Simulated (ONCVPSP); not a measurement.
## u(r) = r·R(r): atom against pseudo-atom (Sn)

Columns: radius, all-electron u(r) and pseudo u(r) of the 4s shell (level -141.92 eV) of tin in the configuration [Ar] 3d10 4s2 4p6 4d10 5s2 5p1; PBE, scalar-relativistic, ONCV scheme, ONCVPSP 4.0.1.

| r (bohr) | all-electron | pseudo |
| --- | --- | --- |
| 0.075 | 0.4603 | 0.0488 |
| 0.150 | -0.0542 | 0.1218 |
| 0.225 | -0.6700 | 0.2357 |
| 0.300 | -0.6399 | 0.3940 |
| 0.375 | -0.1982 | 0.5860 |
| 0.450 | 0.3395 | 0.7901 |
| 0.525 | 0.7919 | 0.9793 |
| 0.600 | 1.0979 | 1.1289 |
| 0.675 | 1.2573 | 1.2215 |
| 0.750 | 1.2995 | 1.2512 |
| 0.825 | 1.2592 | 1.2223 |
| 0.900 | 1.1677 | 1.1468 |
| 0.975 | 1.0494 | 1.0405 |
| 1.050 | 0.9215 | 0.9188 |
| 1.125 | 0.7951 | 0.7945 |
| 1.200 | 0.6767 | 0.6765 |
| 1.275 | 0.5698 | 0.5696 |
| 1.350 | 0.4756 | 0.4755 |
| 1.425 | 0.3942 | 0.3941 |
| 1.500 | 0.3248 | 0.3248 |
| 1.575 | 0.2664 | 0.2663 |
| 1.650 | 0.2176 | 0.2175 |
| 1.725 | 0.1771 | 0.1771 |
| 1.800 | 0.1437 | 0.1437 |
| 1.875 | 0.1164 | 0.1163 |
| 1.950 | 0.0940 | 0.0940 |

Q: How many radial nodes do the two functions have?

A: The all-electron 4s function has n − l − 1 = 3 (the table is too coarse to show those close to the nucleus); the pseudo-wave has 0, since the states of the same l below it are removed with the core.

Q: At about which radius was the pseudo-wave matched?

A: 1.25 bohr, where the columns begin to agree (steps of 0.07 bohr).

Q: Is the pseudo-wave norm-conserving?

A: Yes: the ONCV scheme keeps the norm inside the radius equal to the all-electron one, which fixes the energy derivative of the logarithmic derivative at the level.
